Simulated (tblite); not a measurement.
Compound: C3H9FSSi2.
SMILES with atom numbers: `[F:1]/[CH:2]=[CH:3]\[SiH2:4][CH2:5][S:6][SiH3:7]` (hydrogens: H8 on C2; H9 on C3; H10, H11 on Si4; H12, H13 on C5; H14, H15, H16 on Si7)

Computed with GFN2-xTB (tblite), gas phase: L-BFGS steps from a force-field or distance-geometry start until the largest atomic force falls under 0.01 eV/Å.

Step 85: E = -610.3472 eV
```
atom  x, y, z in Å  |  force x, y, z in eV/Å
F1     -4.0706   -0.9048    0.7913   -0.023   0.006   0.017
C2     -3.5962    0.0369   -0.0416   -0.014  -0.026  -0.016
C3     -2.3073    0.3051   -0.1182    0.010   0.008   0.010
Si4    -1.0295   -0.5564    0.9762    0.041   0.016  -0.026
C5      0.6744   -0.1950    0.1888   -0.042  -0.008  -0.008
S6      1.8940    0.2398    1.4819    0.002   0.002   0.014
Si7     3.6188    0.4589    0.2390    0.028  -0.043  -0.034
H8     -4.3997    0.4954   -0.6045    0.005  -0.008  -0.007
H9     -2.0180    1.0744   -0.8180    0.004  -0.007   0.010
H10    -1.0862    0.0100    2.3215   -0.015   0.010   0.035
H11    -1.2401   -2.0063    0.9844   -0.010  -0.001   0.013
H12     1.0654   -1.0650   -0.3331   -0.019   0.001  -0.039
H13     0.6326    0.6369   -0.5108    0.029   0.018  -0.010
H14     3.7897   -0.8030   -0.4812    0.013   0.044   0.017
H15     3.3672    1.5368   -0.7165    0.003  -0.020   0.032
H16     4.6979    0.7454    1.1642   -0.012   0.009  -0.007
```

Step 86: E = -610.3480 eV
```
atom  x, y, z in Å  |  force x, y, z in eV/Å
F1     -4.0657   -0.9068    0.7962   -0.032   0.002   0.021
C2     -3.5952    0.0306   -0.0434   -0.018  -0.045  -0.036
C3     -2.3070    0.3005   -0.1224    0.015   0.019   0.021
Si4    -1.0293   -0.5497    0.9799    0.050   0.020  -0.021
C5      0.6726   -0.1865    0.1892   -0.053  -0.013  -0.007
S6      1.8946    0.2353    1.4831    0.013   0.002   0.021
Si7     3.6180    0.4551    0.2384    0.031  -0.055  -0.036
H8     -4.3993    0.4775   -0.6145    0.002   0.003   0.004
H9     -2.0178    1.0671   -0.8249    0.001  -0.008  -0.004
H10    -1.0916    0.0256    2.3213   -0.011   0.011   0.033
H11    -1.2303   -2.0006    1.0007   -0.015  -0.001   0.009
H12     1.0581   -1.0549   -0.3394   -0.010   0.001  -0.039
H13     0.6330    0.6501   -0.5048    0.021   0.020  -0.010
H14     3.7708   -0.7984   -0.5008    0.014   0.050   0.019
H15     3.3782    1.5506   -0.6994    0.000  -0.018   0.027
H16     4.7033    0.7137    1.1641   -0.007   0.011  -0.002
```

Step 87: E = -610.3491 eV
```
atom  x, y, z in Å  |  force x, y, z in eV/Å
F1     -4.0603   -0.9080    0.8045   -0.039   0.004   0.018
C2     -3.5930    0.0188   -0.0487   -0.015  -0.069  -0.061
C3     -2.3058    0.2920   -0.1286    0.016   0.030   0.032
Si4    -1.0283   -0.5375    0.9887    0.038   0.023   0.001
C5      0.6690   -0.1691    0.1930   -0.038  -0.014  -0.010
S6      1.8982    0.2265    1.4883    0.023  -0.006   0.009
Si7     3.6171    0.4463    0.2368    0.030  -0.065  -0.034
H8     -4.3966    0.4463   -0.6356    0.001   0.016   0.023
H9     -2.0145    1.0506   -0.8385   -0.011  -0.012  -0.019
H10    -1.1049    0.0496    2.3252    0.000   0.009   0.016
H11    -1.2125   -1.9906    1.0267   -0.020   0.005   0.007
H12     1.0446   -1.0336   -0.3499    0.000   0.009  -0.031
H13     0.6338    0.6768   -0.4904    0.008   0.015   0.005
H14     3.7367   -0.7907   -0.5366    0.019   0.057   0.028
H15     3.3934    1.5704   -0.6696   -0.005  -0.010   0.017
H16     4.7154    0.6613    1.1581   -0.006   0.007   0.002
```

Task: Estimate the geometry and energy of step 88. (The exact step hangs on the optimiser's Hessian estimate; all steps are aligned on step 87, rigid shifts and turns removed.)

Result: E = -610.3500 eV, largest force 0.098 eV/Å
```
atom  x, y, z in Å  |  force x, y, z in eV/Å
F1     -4.0589   -0.9064    0.8106   -0.036   0.008   0.008
C2     -3.5909    0.0102   -0.0537    0.003  -0.074  -0.064
C3     -2.3040    0.2864   -0.1312    0.001   0.028   0.032
Si4    -1.0270   -0.5288    0.9963    0.012   0.019   0.024
C5      0.6655   -0.1559    0.1962   -0.003  -0.008  -0.009
S6      1.9018    0.2185    1.4925    0.023  -0.017  -0.011
Si7     3.6168    0.4380    0.2349    0.005  -0.037  -0.012
H8     -4.3926    0.4247   -0.6521   -0.004   0.024   0.030
H9     -2.0092    1.0374   -0.8477   -0.025  -0.014  -0.027
H10    -1.1168    0.0629    2.3310    0.013   0.006  -0.001
H11    -1.1997   -1.9835    1.0427   -0.022   0.011   0.007
H12     1.0327   -1.0170   -0.3584    0.009   0.017  -0.022
H13     0.6349    0.6976   -0.4786   -0.006   0.008   0.020
H14     3.7162   -0.7841   -0.5594    0.025   0.013   0.007
H15     3.4010    1.5791   -0.6497   -0.012   0.012  -0.004
H16     4.7226    0.6300    1.1501    0.017   0.004   0.024
```

The energy changes by -0.0009 eV. The first-order estimate −F·Δx gives -0.0014 eV and the mean of the old and new forces, exact on a quadratic surface, -0.0009 eV. The step makes an angle of 84° with the force vector and moves no atom by more than 0.033 Å.

The cost below is that of the whole relaxation. The run took 1.8 s on one thread, Arm Neoverse N1 (aarch64), shared host with 64 logical CPUs at a one-minute load of 51.
